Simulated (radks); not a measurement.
The numbers below are computed, except where a source is named.
Question: Radial electron density D(r) = 4 pi r^2 rho(r) of an atom or ion with 42 electrons. Code: a radial shooting solver on a logarithmic mesh with Libxc functionals. Model: non-relativistic Kohn-Sham, PBE, spin-polarised, spherical densities, point nucleus.

```
   r/bohr * D(r) (the largest magnitude, 74.9, reaches the edge; | marks zero)
 0.002346 |  *
 0.002666 |   *
  0.00303 |    *
 0.003444 |     *
 0.003946 |      *
 0.004485 |        *
 0.005097 |          *
 0.005793 |            *
 0.006637 |               *
 0.007543 |                  *
 0.008573 |                     *
 0.009744 |                         *
  0.01116 |                            *
  0.01269 |                                *
  0.01442 |                                   *
  0.01639 |                                      *
  0.01878 |                                         *
  0.02134 |                                          *
  0.02426 |                                          *
  0.02757 |                                         *
  0.03158 |                                        *
   0.0359 |                                      *
   0.0408 |                                     *
  0.04637 |                                    *
  0.05312 |                                      *
  0.06038 |                                         *
  0.06862 |                                             *
  0.07799 |                                                 *
  0.08936 |                                                     *
   0.1016 |                                                      *
   0.1154 |                                                    *
   0.1312 |                                                *
   0.1503 |                                          *
   0.1708 |                                      *
   0.1942 |                                    *
   0.2207 |                                      *
   0.2528 |                                         *
   0.2873 |                                           *
   0.3266 |                                          *
   0.3712 |                                    *
   0.4252 |                           *
   0.4833 |                   *
   0.5493 |             *
   0.6243 |           *
   0.7153 |           *
   0.8129 |            *
   0.9239 |            *
     1.05 |          *
    1.203 |       *
    1.367 |     *
    1.554 |  *
    1.766 | *
    2.024 |*
      2.3 *
    2.614 *
    2.971 *
    3.404 *
    3.869 *
```

What is the nuclear charge?

Answer: Z = 47. The innermost maximum, from 1s, lies near 1/Z = 0.0213 bohr (found: 0.0235), and its height grows with Z. The density is that of the silver ion Ag5+ in [Kr] 4d6; the configuration itself is not fixed sharply by these data, and Z only to a few units. D(r) has 4 maxima, at r = 0.0235, 0.0999, 0.292, 0.853 bohr, and minima at 0.0449, 0.193, 0.655 bohr, inside which lie 2.02, 11.25, 29.02 electrons.
